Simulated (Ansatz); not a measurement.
`FB1N=CS1` + NH₃ → `NB1N=CS1` + H–F at 600 K and 1 bar (ligand exchange at a B–F bond).

Isolated molecules relaxed with PBE0-D4/def2-TZVP in Ansatz; ΔE leaves out vibrations. CCSD(T)/CBS adds triple-zeta CCSD(T) − MP2 to the extrapolated MP2 energy (def2 sets, frozen cores). This one scheme is used for every species. One conformer a species, not always the lowest.

| species | CCSD(T)/CBS energy (Eh) | H − E (kJ/mol) | S (J/(mol·K)) |
| --- | --- | --- | --- |
| `FB1N=CS1` | -615.76265 | 114.2 | 356.5 |
| NH₃ | -56.50880 | 112.4 | 219.5 |
| `NB1N=CS1` | -571.87360 | 186.4 | 374.6 |
| H–F | -100.39570 | 42.3 | 194.0 |

H − E and S are ideal-gas, rigid-rotor, harmonic terms from PBE0-D4/def2-TZVP, for one conformer and one mirror image of each species. 1 Eh = 2625.50 kJ/mol, R = 8.31446 J/(mol·K).

Q: By hand: ΔE, ΔH, ΔS and ΔG.

A: ΔE = (-571.87360) + (-100.39570) − (-615.76265) − (-56.50880) = 0.00215 Eh = 5.6 kJ/mol. Δ(H − E) = 186.4 + 42.3 − 114.2 − 112.4 = 2.1, so ΔH = 7.7 kJ/mol. ΔS = 374.6 + 194.0 − 356.5 − 219.5 = -7.4 J/(mol·K). ΔG = 7.7 − 600 × (-7.4)/1000 = 12.1 kJ/mol.

Q: By hand: the equilibrium constant, and the temperature at which ΔG would vanish if ΔH and ΔS stayed fixed.

A: log₁₀ K = −ΔG/(RT ln 10) = -1.1. ΔH and −TΔS have one sign here, so there is no such temperature.

TΔS isn't small against ΔH here. A doubt of 5 kJ/mol in ΔE shifts log₁₀ K by 0.4 here. Other conformers and mirror images would add mixing entropy, several J/(mol·K) or more a flexible species. These are equilibria of isolated gas molecules and say nothing of rates. Largest T1 diagnostic: 0.016 (customary marks: 0.02 for closed shells, 0.045 for open ones).

ΔS is within the doubt of such terms, so its sign, and with it that verdict, could turn.
